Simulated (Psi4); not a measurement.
F3Sn, charge +2, doublet, geometry from GFN2-xTB of the parent state (such geometries of metal compounds can be far from the true shape) (a state made from the parent by changing its charge; the spin is typed, not shown lowest) (core potentials on Sn); B3LYP/def2-SVP (Psi4 1.11).

The Psi4 input:
```
memory 2 GB

molecule mol {
2 2
  Sn    0.000000   -0.000000    0.000000
  F    -1.725569   -1.090080    0.066814
  F    -0.010204    1.880154   -0.797021
  F     1.735773   -0.790074    0.730207
}

set basis def2-svp
set reference uks

energy('b3lyp')
print_variables()
```

Output, abridged:

```
   => Loading Basis Set <=

    Name: DEF2-SVP
    Role: ORBITAL
    Keyword: BASIS

    !!!  WARNING: ECP capability is in beta. Please check occupations closely.  !!!

         ---------------------------------------------------------
                                   SCF
               by Justin Turney, Rob Parrish, Andy Simmonett
                          and Daniel G. A. Smith
                              UKS Reference
         ---------------------------------------------------------

  ==> Geometry <==

    Molecular point group: cs
    Full point group: Cs

    Geometry (in Angstrom), charge = 2, multiplicity = 2:

       Center              X                  Y                   Z               Mass
    ------------   -----------------  -----------------  -----------------  -----------------
         SN          -0.000000000000     0.000000000000     0.000000000000   119.902201630000
         F           -1.030085586756     1.763306716007     0.000000000000    18.998403162730
         F            2.042110901527     0.010427158653     0.000000000000    18.998403162730
         F           -1.012025314771    -1.773733874660     0.000000000000    18.998403162730

  Running in cs symmetry.

  Rotational constants: A =      0.14185  B =      0.14185  C =      0.07092 [cm^-1]
  Rotational constants: A =   4252.44663  B =   4252.44480  C =   2126.22286 [MHz]
  Nuclear repulsion =  190.277454142658854

  Charge       = 2
  Multiplicity = 2
  Electrons    = 47
  Nalpha       = 24
  Nbeta        = 23

  ==> Algorithm <==

  SCF Algorithm Type is DF.
  DIIS enabled.
  MOM disabled.
  Fractional occupation disabled.
  Guess Type is SAD.
  Energy threshold   = 1.00e-06
  Density threshold  = 1.00e-06
  Integral threshold = 1.00e-12

  ==> Primary Basis <==

  Basis Set: DEF2-SVP
    Blend: DEF2-SVP
    Number of shells: 28
    Number of basis functions: 68
    Number of Cartesian functions: 73
    Spherical Harmonics?: true
    Max angular momentum: 2

  Core potential: DEF2-SVP
    Number of shells: 4
    Number of ECP primitives: 18
    Number of ECP core electrons: 28
    Max angular momentum: 3

  ==> DFT Potential <==

   => LibXC <=

    Version 7.1.2
    S. Lehtola, C. Steigemann, M. J. T. Oliveira, and M. A. L. Marques,  SoftwareX 7, 1–5 (2018) (10.1016/j.softx.2017.11.002)

   => Composite Functional: B3LYP <=

    B3LYP Hyb-GGA Exchange-Correlation Functional

    P. J. Stephens, F. J. Devlin, C. F. Chabalowski, and M. J. Frisch,  J. Phys. Chem. 98, 11623 (1994) (10.1021/j100096a001)

    Deriv               =              1
    GGA                 =           TRUE
    Meta                =          FALSE

    Exchange Hybrid     =           TRUE
    MP2 Hybrid          =          FALSE

   => Exchange Functionals <=

    0.0800   Slater exchange
    0.7200         Becke 88

   => Exact (HF) Exchange <=

    0.2000               HF

   => Correlation Functionals <=

    0.1900   Vosko, Wilk & Nusair (VWN5_RPA)
    0.8100   Lee, Yang & Parr

   => LibXC Density Thresholds  <==

    XC_HYB_GGA_XC_B3LYP:  1.00E-15

   => Molecular Quadrature <=

    Radial Scheme          =       TREUTLER
    Pruning Scheme         =           NONE
    Nuclear Scheme         =       TREUTLER

    Blocking Scheme        =         OCTREE
    BS radius alpha        =              1
    Pruning alpha          =              1
    Radial Points          =             75
    Spherical Points       =            302
    Total Points           =          87119
    Total Blocks           =            728
    Max Points             =            254
    Max Functions          =             66
    Weights Tolerance      =       1.00E-15

   => Loading Basis Set <=

    Name: (DEF2-SVP AUX)
    Role: JKFIT
    Keyword: DF_BASIS_SCF

  ==> Integral Setup <==

  SCF_SUBTYPE=INCORE selected. In-core MEM_DF algorithm will be used.
  Using in-core AOs.

  ==> MemDFJK: Density-Fitted J/K Matrices <==

    J tasked:                   Yes
[...]
   @DF-UKS iter  15:  -512.53606246617289   -3.14906e-06   4.68506e-05 DIIS
   @DF-UKS iter  16:  -512.53606470558020   -2.23941e-06   4.07512e-05 DIIS
   @DF-UKS iter  17:  -512.53606641142812   -1.70585e-06   3.70467e-05 DIIS
   @DF-UKS iter  18:  -512.53607399776831   -7.58634e-06   3.60837e-05 DIIS
   @DF-UKS iter  19:  -512.53607806731134   -4.06954e-06   3.35322e-05 DIIS
   @DF-UKS iter  20:  -512.53607989631064   -1.82900e-06   2.78244e-05 DIIS
   @DF-UKS iter  21:  -512.53608026349616   -3.67186e-07   2.91476e-05 DIIS
   @DF-UKS iter  22:  -512.53608045041699   -1.86921e-07   2.83816e-05 DIIS
   @DF-UKS iter  23:  -512.53608031278588    1.37631e-07   2.85445e-05 DIIS
   @DF-UKS iter  24:  -512.53607881449784    1.49829e-06   3.00736e-05 DIIS
   @DF-UKS iter  25:  -512.53607811342977    7.01068e-07   2.52867e-05 DIIS
   @DF-UKS iter  26:  -512.53607691456693    1.19886e-06   1.52673e-05 DIIS
   @DF-UKS iter  27:  -512.53607659662316    3.17944e-07   8.88956e-06 DIIS
   @DF-UKS iter  28:  -512.53607658781721    8.80596e-09   7.37457e-06 DIIS
   @DF-UKS iter  29:  -512.53607658139174    6.42547e-09   4.95378e-06 DIIS
   @DF-UKS iter  30:  -512.53607671621285   -1.34821e-07   2.14234e-06 DIIS
   @DF-UKS iter  31:  -512.53607674183058   -2.56177e-08   9.99419e-07 DIIS
  Energy and wave function converged.

  ==> Post-Iterations <==

   Electrons on quadrature grid:
      Nalpha   =   23.9999826190 ; deviation = -1.738e-05
      Nbeta    =   22.9999800531 ; deviation = -1.995e-05
      Ntotal   =   46.9999626722 ; deviation = -3.733e-05

   @Spin Contamination Metric:   8.905728850E-03
   @S^2 Expected:                7.500000000E-01
   @S^2 Observed:                7.589057288E-01
   @S   Expected:                5.000000000E-01
   @S   Observed:                5.000000000E-01

    Orbital Energies [Eh]
    ---------------------

    Alpha Occupied:

[...]
    Alpha Virtual:

[...]
    Beta Occupied:

[...]
    Beta Virtual:

[...]
    Final Occupation by Irrep:
             Ap   App
    DOCC [    17,    6 ]
    SOCC [     1,    0 ]
    NA   [    18,    6 ]
    NB   [    17,    6 ]

  @DF-UKS Final Energy:  -512.53607674183058

   => Energetics <=

    Nuclear Repulsion Energy =            190.2774541426588542
    One-Electron Energy =               -1146.0930960288819733
    Two-Electron Energy =                 482.6537750172311689
    DFT Exchange-Correlation Energy =     -39.3742098728386338
    Empirical Dispersion Energy =           0.0000000000000000
    VV10 Nonlocal Energy =                  0.0000000000000000
    Total Energy =                       -512.5360767418305841

  UHF NO Occupations:
  HONO-2 :   16 Ap 1.9983020
  HONO-1 :   17 Ap 1.9980690
  HONO-0 :   18 Ap 1.0000000
  LUNO+0 :   19 Ap 0.0019310
  LUNO+1 :   20 Ap 0.0016980
  LUNO+2 :   21 Ap 0.0004588
  LUNO+3 :    7App 0.0001169

Computation Completed

Properties will be evaluated at   0.000000,   0.000000,   0.000000 [a0]

Properties computed using the SCF density matrix

 Multipole Moments:

 ------------------------------------------------------------------------------------
     Multipole            Electronic (a.u.)      Nuclear  (a.u.)        Total (a.u.)
 ------------------------------------------------------------------------------------

 L = 1.  Multiply by 2.5417464519 to convert [e a0] to [Debye]
 Dipole X            :          0.0285096            0.0000000            0.0285096
 Dipole Y            :         -0.0110577           -0.0000000           -0.0110577
 Dipole Z            :          0.0000000            0.0000000            0.0000000
 Magnitude           :                                                    0.0305789

 ------------------------------------------------------------------------------------

  Variable Map:
  ----------------------------------------------------------------------------
[...]
  Array Variable Map:
  ----------------------------------------------------------------------------
[...]
[...]
```
